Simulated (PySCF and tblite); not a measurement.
Values are calculated unless marked as measured or tabulated.
C10H14, numbered as in [CH:1]#[C:2][C@H:3]1[CH2:4][C@@H:5]2[CH2:6][CH2:7][CH2:8][CH2:9][C@H:10]12.

Geometries GFN2-xTB; weights from CAM-B3LYP-D3(BJ)/pcSseg-1 (IEF-PCM, acetone) energies and GFN2-xTB thermal corrections, with symmetry numbers and mirror pairs. Conformers within 3 kcal/mol (GFN2-xTB free energy) were kept, 7 at most. Codes: tblite and PySCF.

Rotational constants are equilibrium values for the commonest isotopes; dipoles come from the energy level named and are polarised by its solvent model.

The 4-ring runs over atoms 3–4–5–10. The 6-ring runs over atoms 5–6–7–8–9–10.

```
conformer                                                                                                                            shape  symmetry
        1                                                       4-ring puckered (ring torsions -18, 18, -18, 18°); 6-ring chair (C3 axial)        C1
        2                                                       4-ring puckered (ring torsions 18, -18, 18, -18°); 6-ring chair (C4 axial)        C1
        3  4-ring puckered (ring torsions -10, 10, -10, 10°); 6-ring between boat and twist-boat (ring torsions 40, 20, -64, 44, 15, -59°)        C1
        4                                      4-ring flat; 6-ring between boat and twist-boat (ring torsions 63, -18, -42, 58, -13, -46°)        C1
        5                                      4-ring flat; 6-ring between boat and twist-boat (ring torsions -34, -21, 60, -42, -12, 52°)        C1
        6                                                            4-ring flat; 6-ring envelope (ring torsions -62, 68, -34, -4, 8, 24°)        C1
```

Give the rotational constants and dipole components.


```json
{"conformer": "1", "A (MHz)": "2699", "B (MHz)": "955", "C (MHz)": "786", "abs μa (D)": "1.32", "abs μb (D)": "0.22", "abs μc (D)": "0.13", "κ": "-0.82", "Ic−Ia−Ib (u Å²)": "-73.3"}
{"conformer": "2", "A (MHz)": "3040", "B (MHz)": "895", "C (MHz)": "788", "abs μa (D)": "1.38", "abs μb (D)": "0.04", "abs μc (D)": "0.20", "κ": "-0.90", "Ic−Ia−Ib (u Å²)": "-89.3"}
{"conformer": "3", "A (MHz)": "3013", "B (MHz)": "886", "C (MHz)": "740", "abs μa (D)": "1.34", "abs μb (D)": "0.23", "abs μc (D)": "0.07", "κ": "-0.87", "Ic−Ia−Ib (u Å²)": "-55.4"}
{"conformer": "4", "A (MHz)": "2953", "B (MHz)": "877", "C (MHz)": "767", "abs μa (D)": "1.34", "abs μb (D)": "0.21", "abs μc (D)": "0.30", "κ": "-0.90", "Ic−Ia−Ib (u Å²)": "-88.5"}
{"conformer": "5", "A (MHz)": "2929", "B (MHz)": "931", "C (MHz)": "834", "abs μa (D)": "1.41", "abs μb (D)": "0.04", "abs μc (D)": "0.04", "κ": "-0.91", "Ic−Ia−Ib (u Å²)": "-109.4"}
{"conformer": "6", "A (MHz)": "2731", "B (MHz)": "946", "C (MHz)": "793", "abs μa (D)": "1.32", "abs μb (D)": "0.18", "abs μc (D)": "0.09", "κ": "-0.84", "Ic−Ia−Ib (u Å²)": "-81.7"}
```

Which type of transition is strongest for conformer 1?

a-type, since that component is clearly the largest; the top is near-prolate.

GFN2-xTB leaves a saturated small ring flat here that puckers in reality.
